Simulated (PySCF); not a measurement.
Gas-phase reaction: GaH + 2 H ⇌ GaH3

Computed with PySCF and rigid-rotor harmonic-oscillator thermochemistry at 1 bar. † marks an energy on the PBE0/def2-TZVP geometry and frequencies; other levels use their own. MP2 freezes the core. 6-31G* has spherical d functions here. Open shells (unrestricted): H (multiplicity 2); the rest are closed-shell singlets. B3LYP is the form with VWN-RPA correlation. Ga: all electrons, no relativistic terms. GaH, GaH3: computed as isolated molecules; such fragments, hydroxides, amides, oligomers or adducts are transient or little studied in the gas. MP2 isn't extrapolated to the basis-set limit.

```tsv
level	ΔH°(298 K), kJ
B3LYP/6-31G*	-490
BLYP/def2-TZVP†	[?]
M06-2X/def2-TZVP†	-495
MP2/def2-TZVPP†	[?]
ωB97M-V/def2-TZVP†	-506
```

Problem. Fill in the missing entries.

Solution. 
- BLYP/def2-TZVP†, ΔH°(298 K), kJ: -480
- MP2/def2-TZVPP†, ΔH°(298 K), kJ: -505
